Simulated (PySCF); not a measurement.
## How methods differ on the ionisation energy of Nd⁵⁸⁺

Nd⁵⁸⁺ 1s2 (1S) → Nd⁵⁹⁺ 1s1 (2S), as a difference of total energies. All numbers are calculated (PySCF 2.14, the non-relativistic Hamiltonian (point nucleus), in an even-tempered Gaussian basis (15 s from 140 bohr⁻², ratio 2.2; 7 p from 210 bohr⁻², ratio 2.4; 4 d from 640 bohr⁻², ratio 2.4; 3 f from 960 bohr⁻², ratio 2.4; 3 g from 1400 bohr⁻², ratio 2.4)). Correlated levels: nothing frozen; virtual orbitals above 40 to 60 times the deepest correlated orbital energy dropped. The calculations carry no spin-orbit coupling.

```csv
method,ionisation energy (eV)
UHF,47963.1
MP2 (all electrons),47964.3
SCS-MP2 (all electrons),47964.6
CCSD (all electrons),47964.3
```

The gap to the reference is mostly relativistic.

With two correlated electrons CCSD is exact in that space.

For comparison: 50339.59 ± 0.06 eV (theoretical estimate listed by NIST; NIST Atomic Spectra Database, ionization energies).
